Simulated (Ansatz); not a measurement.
`C#[C][SnH3]` + `FC[SiH2]F` → `C#C[SiH](F)CF` + `[SnH4]`  (formal exchange of groups at a C–Sn bond)

Calculated with Ansatz (gas phase, PBE0-D4/def2-TZVP geometries, no zero-point term in ΔE). CBS: MP2 limit from def2 TZ/QZ plus the TZ coupled-cluster correction, frozen cores. DFT in def2-TZVPP. def2 core potentials past Kr. For Sn outer-core shells are correlated without core-valence functions, which leaves a few kJ/mol of doubt a bond. Each species was taken in one conformer, which may not be the lowest.

(1) Is it downhill or uphill in electronic energy at CCSD(T)/CBS, and by how much? (An estimate is asked.)

(2) What do these levels give: LDA (SPW92), PBE-D4, revPBE-D4, r2SCANh-D4, PBE, BLYP, PBE0, SCS-MP2/def2-TZVPP, CCSD/def2-TZVPP, CCSD(T)/def2-TZVPP, SCS-MP2/def2-QZVPP, HF/CBS(def2)? (Best estimate.)

(3) What do rigid-rotor, harmonic-oscillator terms from PBE0-D4/def2-TZVP frequencies (298.15 K, 1 bar) make of the CCSD(T)/CBS value? (Best estimate.)

Largest T1 diagnostic among the species: 0.014.

Answers

(1) Computed: Downhill: ΔE = -0.24 eV.

(2) Computed: LDA (SPW92) -0.39, PBE-D4 -0.34, revPBE-D4 -0.35, r2SCANh-D4 -0.35, PBE -0.32, BLYP -0.31, PBE0 -0.31, SCS-MP2/def2-TZVPP -0.21, CCSD/def2-TZVPP -0.24, CCSD(T)/def2-TZVPP -0.24, SCS-MP2/def2-QZVPP -0.21, HF/CBS(def2) -0.24 eV.

(3) Computed: ΔZPE = -0.03 eV, ΔH = -0.26 eV, ΔS = -15 J/(mol·K), ΔG = -0.22 eV.

At CCSD(T), def2-SVP lies −0.07 eV from the extrapolated value and def2-TZVPP −0.00 eV. Leaving LDA and LC-ωPBE aside and taking each functional with its dispersion term where it has one, the values, not all of them listed here, spread over 0.14 eV, from B97M-V to PBE-QIDH. LDA lies −0.07 eV from PBE without D4.
